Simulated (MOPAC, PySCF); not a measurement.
H$_{2}$GeSe, SMILES `[GeH2]=[Se]`, neutral singlet in the gas phase. 

Z-matrix (Å, degrees):
```
Ge
H 1 1.5381
H 1 1.5381 2 110.90
Se 1 2.1494 2 124.55 3 180.00
```
Charge 0, multiplicity 1.

All levels are single points at this geometry (r2SCAN-D4/def2-TZVP); Pople sets use spherical d functions. Orbital energies aren't observables, and empty levels follow the basis.

B3LYP/6-311+G** (LANL2DZ on Ge, Se) in PySCF gives dipole (D) = 2.72.

Q: Estimate the dipole (D) from each of these levels: r2SCAN-D4/def2-TZVP in PySCF; B3LYP/3-21G in PySCF; SVWN5/6-31G* in PySCF; HF/STO-3G in PySCF; AM1 in MOPAC; PM3 in MOPAC; PM6 in MOPAC; PM7 in MOPAC.

A: 
| level | dipole (D) |
|---|---|
| r2SCAN-D4/def2-TZVP in PySCF | 2.57 |
| B3LYP/3-21G in PySCF | 2.44 |
| SVWN5/6-31G* in PySCF | 2.53 |
| HF/STO-3G in PySCF | 3.49 |
| AM1 in MOPAC | 2.12 |
| PM3 in MOPAC | 2.04 |
| PM6 in MOPAC | 2.85 |
| PM7 in MOPAC | 1.19 |
